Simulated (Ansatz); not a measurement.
Species: sum formula H$_{3}$SiO, net charge -1, singlet state. It need not be the lowest isomer of its formula. Whether it binds its extra electron was not tested at this geometry. 
Geometry from a B3LYP-D3(BJ)/def2-TZVP (Ansatz, an electronic-structure program) optimisation:
```xyz
5

Si    -0.3912    -0.0039    -0.1429
O      1.0780     0.0108     0.3939
H     -0.7741    -1.1285    -1.1052
H     -1.5129    -0.1205     0.8893
H     -0.8602     1.2174    -0.9340
```
Charge -1, spin multiplicity 1.

Total electronic energies in hartree. Cores are frozen in the correlated levels unless marked. Spin-orbit coupling is left out. Non-relativistic. CBS marks a two-point X^-3 extrapolation of the correlation energy; Hartree-Fock from the larger set.

```csv
level,program,energy (Eh)
HF/cc-pV(D+d)Z,Ansatz,-365.55986
HF/cc-pV(T+d)Z,Ansatz,-365.61273
HF/cc-pVTZ,Ansatz,-365.60644
HF/def2-QZVPPD,Ansatz,-365.62961
revPBE-D4/def2-TZVPD,Ansatz + dftd4,-366.54459
r2SCAN-D3(BJ)/def2-TZVPD,Ansatz + dftd3,-366.55389
PBE0-D4/def2-TZVPD,Ansatz + dftd4,-366.41187
BHLYP-D3(BJ)/def2-TZVPD,Ansatz + dftd3,-366.58066
CAM-B3LYP-D4/def2-TZVPD,Ansatz + dftd4,-366.60710
RPA@PBE/cc-pV(Q+d)Z,Ansatz,-366.30475
MP2/cc-pV(D+d)Z,Ansatz,-365.86662
MP2/cc-pV(Q+d)Z,Ansatz,-366.04960
"RI-MP2/CBS(def2-TZVPPD,def2-QZVPPD)",Ansatz,-366.0745
SCS-MP2/6-31G*,Ansatz,-365.79982
SCS-MP2/aug-cc-pV(Q+d)Z,Ansatz,-366.06341
CCSD/6-31G*,Ansatz,-365.81988
"CCSD/CBS(def2-TZVPPD,def2-QZVPPD)",Ansatz,-366.0834
CCSD(T)/6-31G,Ansatz,-365.63765
CCSD(T)/cc-pV(D+d)Z,Ansatz,-365.89700
CCSD(T)/def2-SVP,Ansatz,-365.72981
CCSD(T)/def2-QZVPP,Ansatz,-366.08184
"CCSD(T)/CBS(aug-cc-pV(T+d)Z,aug-cc-pV(Q+d)Z)",Ansatz,-366.1034
"CCSD(T)/CBS(def2-TZVPPD,def2-QZVPPD)",Ansatz,-366.1026
```

Totals of different functionals don't rank their quality; only differences between species are comparable.
